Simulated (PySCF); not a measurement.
This script is equivalent to a calculation on Sr⁺ (strontium, charge +1).

```python
from pyscf import gto, scf, dft, mp, cc
import basis_set_exchange as bse
mol = gto.M(atom="Sr 0 0 0", charge=1, spin=1, symmetry="D2h",
            basis=gto.basis.parse(bse.get_basis("aug-cc-pVTZ-X2C", elements=["Sr"], fmt="nwchem")),
            nucmod="G")
mf = scf.UHF(mol).sfx2c1e()
mf.irrep_nelec = {'Ag': (7, 6), 'B1g': (1, 1), 'B2g': (1, 1), 'B3g': (1, 1), 'B1u': (3, 3), 'B2u': (3, 3), 'B3u': (3, 3)}
mf.kernel()
```

Question: What total energy does it give?

Answer: -3177.17917 hartree (calculated).

Question: Which occupied shell lies highest, and where?

Answer: 5s α, at -10.474 eV.

Question: What is ⟨S²⟩, and what would a pure spin state give?

Answer: 0.750, against 0.75.
